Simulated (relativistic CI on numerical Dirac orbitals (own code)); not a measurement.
## Hyperfine structure of Pt⁺, mass number 195

Computed by Dirac-Coulomb-Breit CI, orbitals from a KLI potential per configuration, QED by a radiative potential, valence Slater integrals scaled by 0.85, P86 correlation energy added to each configuration (own radial code, finite nucleus).

Configuration list (outside the closed core [Xe] 4f14): 5d9, 5d8 6s, 5d8 6p, 5d7 6s 6p, 5d8 7s, 5d8 6d, 5d8 7p, 5d8 5f, 5d8 7d, 5d8 6f, 5d8 5g, 5d8 7f, 5d8 6g, 5d7 6s2, 5d6 6s2 6p, 5d6 6s2 7s, 5d6 6s2 6d, 5d6 6s2 7p, 5d6 5f 6s2. Double excitations out of closed p, d and f shells are left out; levels of such configurations are missing from the list, as are those of other unlisted configurations, and high levels can miss mixing partners.

Nuclear spin I = 1/2, μ = 0.6073 μN (tables of Stone and Pyykkö). The electronic factors are computed for point nuclear moments, without core polarisation; leaving it out makes A of s and p electrons in near-neutral atoms 20 to 40 % too small, and it can dominate for d and f shells.

```csv
Level,E (cm⁻¹),A (MHz)
5d9 2D_5/2,0.0,1515
5d8 6s 4F_9/2,6545.3,5454
5d9 2D_3/2,8161.8,149.2
5d8 6s 4F_7/2,11323.6,-319.8
5d8 6s 4F_5/2,15596.8,4515
5d8 6s 2F_7/2,20491.0,3870
5d8 6s 4P_1/2,24784.0,29110
5d8 6s 4P_3/2,27159.6,9676
```

Levels with J = 0, under 50 % of one LS term, or S terms without an open s electron are left out. Small factors come from cancelling terms and can be off by tens of per cent or more.

For a near-neutral ion this model can misplace configurations by up to about 10,000 cm⁻¹ (more where the count of f electrons changes) and terms by 10 to 25 % of their spread. Rates follow the energies as ν³ (E1, M1) or ν⁵ (E2), so they and the lifetimes can be off by large factors. The fine structure of a lone outer electron comes out too small, for d and f at times inverted, and misplaced configurations move strength between like terms.

Task: Give the hyperfine levels of 5d9 2D_5/2 relative to its centre of gravity.

Result: With K = F(F + 1) − I(I + 1) − J(J + 1), E = AK/2: F = 2: -2651, F = 3: 1894 MHz.

LS names give the leading component of a level, which can be under half, so a name can repeat, a term be missing and a line seem to break the LS rules.
